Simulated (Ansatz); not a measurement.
This triplet is an excited state, 1.90 eV above the relaxed singlet at the level composite: frozen-core CCSD(T) with HF/cc-pVQZ and the correlation energy extrapolated as X^-3 from cc-pVTZ and cc-pVQZ, plus CCSDT(Q) minus CCSD(T) in cc-pVDZ // B3LYP-D3(BJ)/def2-TZVP (Ansatz, an electronic-structure program).

A geometry relaxed with B3LYP-D3(BJ)/def2-TZVP (Ansatz), charge 0, multiplicity 3:

```xyz
3

H     -1.3390    -0.3468     0.0000
F      1.4310    -0.2679     0.0000
Ge    -0.0920     0.6147     0.0000
```

Q: Write the SMILES of this molecule.

A: `[F][GeH]`
